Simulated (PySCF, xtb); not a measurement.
W(F)5(OH) (F₅HOW), SMILES [OH][W]([F])([F])([F])([F])[F], multiplicity 1.

GFN2-xTB in xtb at its own geometry gives an orbital gap of 6.55 eV and a dipole moment of 4.10 D.

Geometry: B3LYP-D3(BJ)/def2-SVP. The spin state was assumed, not searched. The isomer is the one that the SMILES or the coordinates give; other isomers of the formula were not compared. The def2 effective core potentials stand for the cores of W; spin–orbit coupling is left out. Other conformers were not sampled.

### Question
What does M06-2X/def2-TZVP run with PySCF give? (Estimate from the structure and the level; the computed values follow.)

### Answer
gap 10.14 eV (levels -13.44 and -3.29 eV), dipole 4.12 D.
